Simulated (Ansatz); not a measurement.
Isolated molecules relaxed with PBE0-D4/def2-TZVP in Ansatz; ΔE leaves out vibrations. CCSD(T)/CBS is the MP2 limit (def2-TZVPP, def2-QZVPP) plus CCSD(T) − MP2 in def2-TZVPP, frozen cores. This one scheme is used for every species. Functionals use def2-TZVPP. B3LYP here is the variant with VWN-RPA as its local correlation; programs differ in this. Each species was taken in one conformer, which may not be the lowest.

Reaction (hydrogenolysis of the Al–Si bond): `C[SiH](N)[AlH2]` + H₂ → `[AlH3]` + `C[SiH2]N`

(1) Is it downhill or uphill in electronic energy at CCSD(T)/CBS, and by how much? (Estimate.)

(2) What do these levels give: PBE-D4, r2SCAN-D4, PBE0-D4, B3LYP-D4, r2SCAN, B3LYP, HF/def2-TZVPP, SCS-MP2/def2-TZVPP, CCSD/def2-TZVPP, HF/def2-QZVPP, MP2/def2-QZVPP, HF/CBS(def2)? (Best estimate.)

Largest T1 diagnostic among the species: 0.011.

Answers

(1) Computed: Downhill: ΔE = -6.7 kcal/mol.

(2) Ansatz gave: PBE-D4 -2.8, r2SCAN-D4 -5.5, PBE0-D4 -4.6, B3LYP-D4 -6.8, r2SCAN -5.9, B3LYP -8.8, HF/def2-TZVPP -14.4, SCS-MP2/def2-TZVPP -8.9, CCSD/def2-TZVPP -8.4, HF/def2-QZVPP -14.6, MP2/def2-QZVPP -7.3, HF/CBS(def2) -14.6 kcal/mol.

The D4 term adds +2.0 kcal/mol with B3LYP and +1.2 kcal/mol with PBE0; it sums over pairs of atoms, weighted by their polarisabilities, and B3LYP, whose exchange is more repulsive, gets the larger term. From PBE to PBE0 (25 % exact exchange), in def2-TZVPP and without D4, ΔE moves by −1.7 kcal/mol. In def2-TZVPP, CCSD(T) changes the Hartree–Fock value by +7.2 kcal/mol (the triples alone add +1.3 kcal/mol) and MP2 by +6.9 kcal/mol.
